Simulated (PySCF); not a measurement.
Geometries of 2 isomers of FGeH5OSi, from PBE0-D3(BJ)/def2-SVP geometry optimisation, gas phase in PySCF 2.14.0. One conformer each, no zero-point energy, no frequencies.

Task: Which isomer lies lower at this level?
A.
```xyz
9
angstrom
F     -1.080    1.510    1.218
Si    -1.584    0.664   -0.077
O     -0.291   -0.089   -0.740
Ge     1.433   -0.310   -0.324
H     -2.171    1.627   -1.043
H     -2.582   -0.326    0.405
H      2.035   -1.068   -1.513
H      2.075    1.076   -0.150
H      1.517   -1.130    0.973
```
B.
```xyz
9
angstrom
F      1.467    1.753   -0.429
Ge     1.616    0.075    0.002
O      0.033   -0.426    0.574
Si    -1.547   -0.217    0.088
H      2.590   -0.027    1.176
H      1.976   -0.674   -1.286
H     -2.020    1.165    0.394
H     -2.380   -1.206    0.829
H     -1.678   -0.460   -1.382
```

Result: A. That is `F[SiH2][O][GeH3]`, 16.3 kcal/mol below the other.

```tsv
SMILES	atoms numbered as above	E (Eh)	relative (kcal/mol)	relative (kJ/mol)	dipole (D)
F[SiH2][O][GeH3]	[F:1][SiH2:2][O:3][GeH3:4]	-2543.62494	0.0	0.0	1.27
[F][GeH2][O][SiH3]	[F:1][GeH2:2][O:3][SiH3:4]	-2543.59894	16.3	68.3	1.65
```

As drawn, the lower has an Si–F bond, which the higher lacks.
